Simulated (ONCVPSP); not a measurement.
## An all-electron radial function and its pseudo partner (Sm (Z = 62))

Columns: radius, all-electron u(r) and pseudo u(r) of the 5s shell (level -43.30 eV) of samarium in the configuration [Kr] 4d10 4f6 5s2 5p6 6s2; PBEsol, scalar-relativistic, ONCV scheme, ONCVPSP 4.0.1.

```json
{"r (bohr)": "0.113", "all-electron": "0.0234", "pseudo": "0.0589"}
{"r (bohr)": "0.225", "all-electron": "0.2967", "pseudo": "0.1254"}
{"r (bohr)": "0.338", "all-electron": "-0.2511", "pseudo": "0.2065"}
{"r (bohr)": "0.450", "all-electron": "-0.5317", "pseudo": "0.3032"}
{"r (bohr)": "0.563", "all-electron": "-0.3873", "pseudo": "0.4152"}
{"r (bohr)": "0.675", "all-electron": "-0.0365", "pseudo": "0.5342"}
{"r (bohr)": "0.788", "all-electron": "0.3382", "pseudo": "0.6532"}
{"r (bohr)": "0.900", "all-electron": "0.6386", "pseudo": "0.7600"}
{"r (bohr)": "1.013", "all-electron": "0.8437", "pseudo": "0.8466"}
{"r (bohr)": "1.125", "all-electron": "0.9562", "pseudo": "0.9046"}
{"r (bohr)": "1.238", "all-electron": "0.9963", "pseudo": "0.9314"}
{"r (bohr)": "1.350", "all-electron": "0.9829", "pseudo": "0.9267"}
{"r (bohr)": "1.463", "all-electron": "0.9338", "pseudo": "0.8940"}
{"r (bohr)": "1.575", "all-electron": "0.8637", "pseudo": "0.8397"}
{"r (bohr)": "1.688", "all-electron": "0.7821", "pseudo": "0.7699"}
{"r (bohr)": "1.800", "all-electron": "0.6977", "pseudo": "0.6926"}
{"r (bohr)": "1.913", "all-electron": "0.6140", "pseudo": "0.6124"}
{"r (bohr)": "2.025", "all-electron": "0.5355", "pseudo": "0.5352"}
{"r (bohr)": "2.138", "all-electron": "0.4627", "pseudo": "0.4626"}
{"r (bohr)": "2.250", "all-electron": "0.3976", "pseudo": "0.3976"}
{"r (bohr)": "2.363", "all-electron": "0.3393", "pseudo": "0.3393"}
{"r (bohr)": "2.475", "all-electron": "0.2886", "pseudo": "0.2886"}
{"r (bohr)": "2.588", "all-electron": "0.2442", "pseudo": "0.2441"}
{"r (bohr)": "2.700", "all-electron": "0.2062", "pseudo": "0.2062"}
{"r (bohr)": "2.813", "all-electron": "0.1734", "pseudo": "0.1734"}
{"r (bohr)": "2.925", "all-electron": "0.1457", "pseudo": "0.1457"}
```

Problem. How many radial nodes do the two functions have?

Solution. The all-electron 5s function has n − l − 1 = 4 (the table is too coarse to show those close to the nucleus); the pseudo-wave has 0, since the states of the same l below it are removed with the core.

Problem. At about which radius was the pseudo-wave matched?

Solution. 2.25 bohr. The columns agree to 0.0005 from 2.02 bohr on; several derivatives are matched, so the curves merge somewhat inside the radius.

Problem. Where does each function peak?

Solution. Outermost all-electron maximum near 1.24 bohr, pseudo maximum near 1.24 bohr (to the table’s step).

Problem. Is the pseudo-wave norm-conserving?

Solution. Yes: the ONCV scheme keeps the norm inside the radius equal to the all-electron one, which fixes the energy derivative of the logarithmic derivative at the level.
